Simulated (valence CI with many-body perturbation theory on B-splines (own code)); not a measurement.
# Level structure of Te⁴⁵⁺

Level of theory: configuration interaction combined with many-body perturbation theory (CI+MBPT): five valence electrons over a frozen Dirac-Fock core [He], a basis of 9 s, 9 p, 8 d, 6 f, 3 g, 1 h functions for each j, with the one-electron correlation potential Σ1, the two-electron term Σ2, the three-electron term Σ3, Breit, model QED; selected CI, second order for the rest (own B-spline code, finite nucleus).

No measured spectrum was set against this ion. As an estimate, large intervals hold to a few tenths of a per cent, small ones and those within an open d or f shell to about a per cent. Among the levels kept, up to 1300 cm⁻¹ of a level comes from second order outside the variational space, and about a tenth of that is noise between levels of different J, which matters for small intervals.

Levels 1 to 45 of 78, with energies above the lowest level, (2s^2 2p1/2^2 2p3/2) J=3/2. "Leading %" is the weight of the configuration and term that name the level; weights of strongly mixed levels are sums over their largest components and can fall short. In the jj column 3d3/2^4 stands for four electrons in 3d with j = 3/2. Lifetimes count E1, E2, E3, M1 and M2 decay at the calculated energies, and are blank where another channel may lead or the interval is too uncertain; long ones can be off by a factor of two.

```csv
No.,Configuration,Term,J,E (eV),Leading %,g,Leading jj,Lifetime
1,2s2 2p3,2P°,3/2,0.0,46,1.368,2s^2 2p1/2^2 2p3/2 (99 %),
2,2s2 2p3,4S°,3/2,270.4,54,1.437,2s^2 2p1/2 2p3/2^2 (99 %),4.93 ns
3,2s2 2p3,2D°,5/2,289.8,100,1.182,2s^2 2p1/2 2p3/2^2 (100 %),28.4 ns
4,2s2 2p3,2P°,1/2,319.2,100,0.643,2s^2 2p1/2 2p3/2^2 (100 %),7.17 ns
5,2s 2p4,4P,5/2,477.3,76,1.487,2s 2p1/2^2 2p3/2^2 (99 %),6.02 ps
6,2s 2p4,2S,1/2,542.4,59,2.117,2s 2p1/2^2 2p3/2^2 (98 %),1.54 ps
7,2s 2p4,2P,3/2,543.9,42,1.210,2s 2p1/2^2 2p3/2^2 (97 %),915 fs
8,2s2 2p3,2P°,3/2,590.7,53,1.281,2s^2 2p3/2^3 (99 %),2.24 ns
9,2s 2p4,4P,3/2,767.6,78,1.543,2s 2p1/2 2p3/2^3 (98 %),1.80 ps
10,2s 2p4,2D,5/2,798.8,76,1.278,2s 2p1/2 2p3/2^3 (99 %),1.81 ps
11,2s 2p4,2P,1/2,833.1,60,1.432,2s 2p1/2 2p3/2^3 (96 %),688 fs
12,2s 2p4,2P,3/2,844.5,51,1.065,2s 2p1/2 2p3/2^3 (99 %),671 fs
13,2p5,2P°,3/2,1073.4,99,1.317,2p1/2^2 2p3/2^3 (99 %),613 fs
14,2s 2p4,2S,1/2,1121.0,37,1.734,2s 2p3/2^4 (97 %),766 fs
15,2p5,2P°,1/2,1363.7,100,0.643,2p1/2 2p3/2^4 (100 %),461 fs
16,2s2 2p2 3s,4P,1/2,4220.1,49,2.021,2s^2 2p1/2^2 3s (99 %),24.4 fs
17,2s2 2p2 3p,2P°,1/2,4282.7,43,0.658,2s^2 2p1/2^2 3p1/2 (99 %),2.37 ps
18,2s2 2p2 3p,2P°,3/2,4374.9,31,1.332,2s^2 2p1/2^2 3p3/2 (99 %),2.24 ps
19,2s2 2p2 3d,2D,3/2,4436.3,39,0.784,2s^2 2p1/2^2 3d3/2 (99 %),17.1 fs
20,2s2 2p2 3d,2D,5/2,4467.4,32,1.199,2s^2 2p1/2^2 3d5/2 (98 %),3.31 fs
21,2s2 2p2 3s,4P,3/2,4496.0,88,1.670,2s^2 2p1/2 2p3/2 3s (99 %),34.4 fs
22,2s2 2p2 3s,2P,1/2,4502.9,67,1.297,2s^2 2p1/2 2p3/2 3s (99 %),16.1 fs
23,2s2 2p2 3s,2D,5/2,4512.5,61,1.336,2s^2 2p1/2 2p3/2 3s (98 %),39.8 fs
24,2s2 2p2 3s,2D,3/2,4516.6,62,0.987,2s^2 2p1/2 2p3/2 3s (99 %),17.0 fs
25,2s2 2p2 3p,4P°,1/2,4558.1,46,1.715,2s^2 2p1/2 2p3/2 3p1/2 (99 %),3.07 ps
26,2s2 2p2 3p,4D°,3/2,4563.5,55,1.144,2s^2 2p1/2 2p3/2 3p1/2 (99 %),3.29 ps
27,2s2 2p2 3p,2F°,5/2,4575.1,45,1.083,2s^2 2p1/2 2p3/2 3p1/2 (99 %),2.43 ps
28,2s2 2p2 3p,2P°,3/2,4598.2,41,1.348,2s^2 2p1/2 2p3/2 3p1/2 (98 %),724 fs
29,2s2 2p2 3p,4D°,5/2,4640.3,46,1.441,2s^2 2p1/2 2p3/2 3p3/2 (89 %),457 fs
30,2s2 2p2 3p,4P°,1/2,4646.9,34,1.640,2s^2 2p1/2 2p3/2 3p3/2 (98 %),1.65 ps
31,2s2 2p2 3p,2D°,3/2,4652.7,52,1.177,2s^2 2p1/2 2p3/2 3p3/2 (99 %),1.92 ps
32,2s2 2p2 3p,2F°,7/2,4659.4,61,1.241,2s^2 2p1/2 2p3/2 3p3/2 (99 %),2.59 ps
33,2s2 2p2 3p,2P°,3/2,4663.7,34,1.396,2s^2 2p1/2 2p3/2 3p3/2 (86 %),118 fs
34,2s2 2p2 3p,2D°,5/2,4671.8,35,1.367,2s^2 2p1/2 2p3/2 3p3/2 (60 %),108 fs
35,2s2 2p2 3p,2D°,5/2,4683.1,23,1.464,2s^2 2p1/2 2p3/2 3p3/2 (49 %),119 fs
36,2s2 2p2 3p,2P°,1/2,4688.2,83,0.662,2s^2 2p1/2 2p3/2 3p3/2 (95 %),255 fs
37,2s 2p3 3s,2P°,3/2,4697.6,30,1.504,2s 2p1/2^2 2p3/2 3s (86 %),22.8 fs
38,2s2 2p2 3d,4F,3/2,4713.2,43,0.937,2s^2 2p1/2 2p3/2 3d3/2 (98 %),8.78 fs
39,2s2 2p2 3d,4F,5/2,4715.1,55,0.978,2s^2 2p1/2 2p3/2 3d3/2 (97 %),18.7 fs
40,2s2 2p2 3d,4D,1/2,4716.8,80,0.233,2s^2 2p1/2 2p3/2 3d3/2 (100 %),18.6 fs
41,2s2 2p2 3d,2G,7/2,4727.8,44,1.053,2s^2 2p1/2 2p3/2 3d3/2 (90 %),3.78 ps
42,2s2 2p2 3d,2F,5/2,4732.7,25,1.223,2s^2 2p1/2 2p3/2 3d3/2 (62 %),2.48 fs
43,2s2 2p2 3d,4D,7/2,4734.4,49,1.301,2s^2 2p1/2 2p3/2 3d5/2 (94 %),104 fs
44,2s2 2p2 3d,2D,3/2,4737.4,26,1.343,2s^2 2p1/2 2p3/2 3d3/2 (50 %),3.47 fs
45,2s 2p3 3s,2P°,1/2,4741.0,37,0.756,2s 2p1/2^2 2p3/2 3s (93 %),20.8 fs
```

The ionisation energy to 2s2 2p2 3P_0 of the next ion comes out as 7713.9 eV (NIST: 7714 ± 4 eV (theoretical)). All 78 levels together are meant to be complete up to 4933.6 eV.
